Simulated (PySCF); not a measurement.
Compound: RbF.
SMILES: `[F][Rb]`

Level of theory: PySCF, PBE0-D3(BJ)/def2-SVP geometry optimisation, gas phase, def2 core potentials past Kr.

Masses are those of the commonest isotopes; rigid-rotor values at the optimised geometry. 

Problem. What are the moment of inertia and the rotational constant?

Solution. I = 81.955 u·Å², B = 505379 MHz·u·Å²/I = 6167 MHz (0.2057 cm⁻¹, or 0.296 K as hB/k). For two atoms I = μr² with μ = 15.5248 u and r = 2.2976 Å.

Problem. List the first levels of a rigid rotor in a Σ state.

Solution. E(J) = BJ(J+1): J = 1: 0.411, J = 2: 1.234, J = 3: 2.468, J = 4: 4.114, J = 5: 6.171, J = 6: 8.639 cm⁻¹.

Problem. Where do the first rotational lines fall?

Solution. The dipole is 8.40 D; J+1 ← J lies at 2B(J+1): 1 ← 0 at 12.33 GHz, 2 ← 1 at 24.67 GHz, 3 ← 2 at 37.00 GHz, 4 ← 3 at 49.33 GHz, 5 ← 4 at 61.67 GHz, 6 ← 5 at 74.00 GHz.

Problem. Estimate the classical rotational partition function at 25 K, 200 K and 500 K.

Solution. Point group C∞v, symmetry number σ = 1; q = kT/(σhB), k/h = 20836.6 MHz/K: 84.5 at 25 K, 676 at 200 K, 1690 at 500 K.

Whether it is a minimum is left open (no frequencies). Constants of a rigid frame at the computed geometry: no zero-point averaging, no centrifugal distortion.
